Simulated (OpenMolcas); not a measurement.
**S2+: CASPT2 settings compared**

```yaml
Program: OpenMolcas
Basis: ANO-RCC-VDZP [4s3p1d]
Scalar_Hamiltonian: DKH2, point nucleus
Active_space: 2 electrons in 3 orbitals (3p)
State_averaging: 2S+1 = 3 even, 3 roots; 2S+1 = 1 even, 6 roots kept (CI in the orbitals of an earlier block)
Spin-orbit_coupling: state interaction with AMFI integrals over the reference wave functions, term energies averaged over their components
```

Methods on the same reference wave functions:
A. CASSCF
B. SS-CASPT2, IPEA 0 Eh, real shift 0.5 Eh (closed shells correlated: 2s 2p 3s)
C. XMS-CASPT2, IPEA 0.15 Eh, sigma2 regulariser 0.15 Eh (closed shells correlated: 3s)
D. XMS-CASPT2, IPEA 0.35 Eh, imaginary shift 0.05 Eh (closed shells correlated: 2s 2p 3s)

Energies in cm-1 above 3s2 3p2 3P0, the measured ground level; measured values from NIST levels in Podobedova, Kelleher and Wiese, J. Phys. Chem. Ref. Data 38, 171 (2009).

```tsv
Level	A	B	C	D	Measured
3s2 3p2 3P0	0.0	0.0	0.0	0.0	0.0
3s2 3p2 3P1	256	258	259	259	299
3s2 3p2 3P2	733	735	735	734	833
3s2 3p2 1D2	14218	13360	12950	12760	11323
3s2 3p2 1S0	34788	30320	30080	29970	27161
```

Deviations, from unrounded energies. A percentage is the sum of absolute deviations over the sum of measured energies, with the sign that they share, or ± where signs differ.

```json
{"Against measurement": "mean absolute deviation (cm-1)", "Levels": "4", "A": "2700", "B": "1300", "C": "1200", "D": "1100"}
{"Against measurement": "fine structure of the ground term (%)", "Levels": "2", "A": "-12.6", "B": "-12.3", "C": "-12.3", "D": "-12.3"}
{"Against measurement": "other terms of the ground configuration (%)", "Levels": "2", "A": "+27.3", "B": "+13.5", "C": "+11.8", "D": "+11.0"}
```

D lies closest to measurement on these levels and A furthest from it. The largest miss of D in the table is 3s2 3p2 1S0, by +2800 cm-1. The ranking rests on the paired levels alone, and a cruder setting can come out closer through cancelling errors.

Among B to D the level of the table that moves most is 3s2 3p2 1D2, by 600 cm-1 (lowest in D, highest in B). Moves below CASPT2's spread within the term are not significant.

The two smallest mean deviations differ by little beside CASPT2's spread within terms, so their order carries little weight.

From A to B the spin-free energies of the other terms of 3s2 3p2 shown, above 3P, scale by factors of 0.87 to 0.94.

The lowest spin-free term lies below A's lowest term by 0.065 hartree in B, 0.062 hartree in C, 0.061 hartree in D.

CASPT2 breaks the degeneracy within a term, and the mean is taken; among the terms shown or strongly mixed into the levels shown the widest spread is 180 cm-1 (3s2 3p2 1D, C). Terms from blocks run as CI alone lack orbitals of their own. With the s shell closed, the reference lacks s² → p² mixing. Some terms miss by over 15 % even with CASPT2, which points to a basis or an active space too small for the shells correlated (holds for B). Computed and measured levels are paired by configuration, term and J; levels that our copy of the source lacks, or whose pairing is in doubt (as where it misses far off the trend of its configuration), stay unpaired and out of the deviations. Only configurations of the active space appear.
